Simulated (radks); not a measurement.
Valence configurations of Pb I. Method: Dirac Kohn-Sham, PBE, spin-unpolarised, spherical densities, finite nucleus; open shells fill j = l - 1/2 first; Fermi nuclear charge, rms radius 5.5012 fm; computed with a radial shooting solver on a logarithmic mesh with Libxc functionals. Energies are relative to [Hg] 6p2; eigenvalues in eV.

valence	E (eV)	e(4f5/2)	e(4f7/2)	e(5d3/2)	e(5d5/2)	e(6p1/2)
[Hg] 6p2	0.000	-134.18	-129.15	-21.632	-19.058	-3.993
[Xe] 4f13 5d10 6s2 6p3	135.58	-153.66	-148.48	-28.069	-25.183	-5.510
[Xe] 4f14 5d9 6s2 6p3	18.135	-140.22	-135.19	-26.252	-23.547	-5.470
[Xe] 4f13 5d10 6s1.5 6p3.5	140.58	-154.66	-149.48	-29.002	-26.105	-5.977
[Xe] 4f14 5d10 6s0.5 6p3.5	13.468	-137.27	-132.24	-24.547	-21.937	-5.469
[Xe] 4f14 5d9 6s1.5 6p3.5	23.052	-141.21	-136.18	-27.168	-24.451	-5.930
[Xe] 4f12 5d10 6s2 6p4	289.73	-173.76	-168.43	-34.660	-31.461	-6.966
[Xe] 4f12 5d10 6s0.5 6p5.5	306.81	-176.53	-171.21	-37.216	-33.986	-8.209
[Xe] 4f12.5 5d10 6s1.5 6p4	215.59	-164.60	-159.35	-32.246	-29.192	-6.690
[Xe] 4f14 5d9.5 6s2 6p2.5	8.644	-137.21	-132.17	-23.966	-21.326	-4.749

NIST lists [Hg] 6p2 as the ground configuration; this level of theory agrees among the configurations tried. The energies are those of spherical spin-averaged densities, not of single terms.
